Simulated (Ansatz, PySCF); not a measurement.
Noncovalent pair: CH4O (SMILES CO) (first 6 atoms) with GeH4 (SMILES [GeH4]); geometry from B3LYP-D3(BJ)/def2-TZVP.
(charge 0, multiplicity 1):
```xyz
11

C     -0.44998     0.17170     0.48868
O      0.79079     0.28185     1.17473
H     -1.25318     0.70804     1.00507
H     -0.70257    -0.88705     0.46579
H     -0.38137     0.53591    -0.54149
H      1.04205     1.21010     1.21464
Ge     0.01377    -0.10182     4.25117
H     -0.53025    -1.29615     3.45848
H     -0.57921     1.20604     3.70303
H      1.54467    -0.05660     4.18730
H     -0.42025    -0.24311     5.72380
```

Monomers are frozen at their geometry in the pair; levels with a basis set take the counterpoise correction.

Correlated levels freeze the cores. Filled d and f shells under p-block atoms count as core.

The values were computed with Ansatz (a quantum-chemistry and plane-wave program) with Gaussian orbitals; PySCF for the dispersion terms. 

Task: Predict the interaction energy from PBE-D3(BJ)/def2-TZVPPD.

Result: -9 kJ/mol
